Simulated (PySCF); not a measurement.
# Cl²⁺ (chlorine, charge +2): B3LYP calculation

Configuration: [Ne] 3s2 3p3, high-spin 4S determinant. Computed with PySCF 2.14 in 6-31G* (4s3p1d, 18 functions), with the non-relativistic Hamiltonian (point nucleus).

```json
{
  "Total energy": "-458.7732 hartree",
  "One-electron energy": "-618.5687 hartree",
  "Hartree (Coulomb) energy": "187.2907 hartree",
  "Exchange-correlation energy": "-27.4952 hartree",
  "Kinetic energy": "457.77680 hartree",
  "⟨S²⟩": "3.7504",
  "⟨L²⟩": "0.000",
  "Sum of ⟨r⟩": "11.19 bohr",
  "Sum of ⟨r²⟩": "15.40 bohr²",
  "Density at the nucleus (Gaussians lack the cusp)": "3030 bohr⁻³",
  "Spin density at the nucleus": "0.327 bohr⁻³",
  "Langevin diamagnetic susceptibility": "-12.2 ×10⁻⁶ cm³/mol",
  "Time after the integrals": "0.09 s of wall time on 1 thread of Intel(R) Xeon(R) 6975P-C (shared host)"
}
```

| shell | electrons | mean orbital energy (hartree) | rms radius, mean of both spins (bohr) |
| --- | --- | --- | --- |
| 1s α | 1 | -102.64944 | 0.106 |
| 1s β | 1 | -102.62410 | 0.106 |
| 2s α | 1 | -10.54199 | 0.484 |
| 2s β | 1 | -10.51844 | 0.484 |
| 2p α | 3 | -8.30759 | 0.453 |
| 2p β | 3 | -8.27170 | 0.453 |
| 3s α | 1 | -1.78340 | 1.56 |
| 3s β | 1 | -1.60602 | 1.56 |
| 3p α | 3 | -1.26729 | 1.71 |
